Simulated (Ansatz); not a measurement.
A nudged elastic band was laid between two geometries of AlBFH$_{5}$Si (9 atoms, charge 0, multiplicity 1).

Computed with Ansatz, RKS B3LYP-D4/def2-SVP.

```
movable images  : 5
climbing image  : yes
spring          : 5.0 eV/Å²
optimiser       : quadratic models (default)
start path      : IDPP
force threshold : 0.03 eV/Å
iteration limit : 60
end points      : relaxed
```

First end point:

```xyz
9
Properties=species:S:1:pos:R:3
F 1.286 -1.185 -1.287
B 0.521 -0.387 -0.541
Al 0.477 1.745 -1.036
Si -0.550 -1.206 1.007
H 1.331 2.344 -2.238
H -0.426 2.741 -0.183
H -2.003 -0.910 0.783
H -0.388 -2.680 1.203
H -0.160 -0.508 2.274
```

Last end point:

```xyz
9
Properties=species:S:1:pos:R:3
F -0.101 -0.583 -2.087
B 0.035 -0.177 -0.824
Al 1.639 1.241 -0.364
Si -1.256 -0.900 0.596
H 2.648 1.761 -1.481
H 1.814 1.779 1.124
H -2.291 -1.862 0.108
H -0.450 -1.568 1.669
H -1.949 0.262 1.242
```

Q: What changes between the two ends?

A: No bond is made or broken. The dihedral Al3–B2–Si4–H8 goes from -180 to -58°. The two ends are copies of one structure, up to a mirror image or an exchange of like atoms.

Q: What energy profile does the band end with?

A: The run converged. The highest image is number 3 of 0 to 6, 0.023 eV above the ends, which have the same energy within 2 meV. A vibrational analysis at the climbing image gives 2 clearly imaginary modes (106i, 80i cm⁻¹): a point of higher order. A lower path may pass nearby, or the ends, which weren't checked, may share the extra mode.

| image | path coordinate (Å) | energy (eV) | dihedral Al3–B2–Si4–H8 (°) |
| --- | --- | --- | --- |
| 0 | 0.00 | 0.000 | -180 |
| 1 | 0.69 | 0.006 | -160 |
| 2 | 1.38 | 0.017 | -140 |
| 3 | 2.07 | 0.023 | -120 |
| 4 | 2.76 | 0.017 | -99 |
| 5 | 3.45 | 0.006 | -78 |
| 6 | 4.13 | 0.000 | -58 |

Q: What is the geometry of the highest image?

A: 
```xyz
9
Properties=species:S:1:pos:R:3
F 0.347 -1.068 -1.784
B 0.198 -0.309 -0.696
Al 1.178 1.649 -0.668
Si -0.954 -1.111 0.814
H 2.075 2.163 -1.880
H 1.002 2.603 0.594
H -2.337 -1.406 0.323
H -0.360 -2.393 1.307
H -1.061 -0.174 1.971
```

The band took 6 iterations and about 2.2 core-minutes.

Run time: 2.2 min on 1 thread of Intel(R) Xeon(R) Processor @ 2.70GHz, with other jobs on the host, peak memory 0.19 GiB.
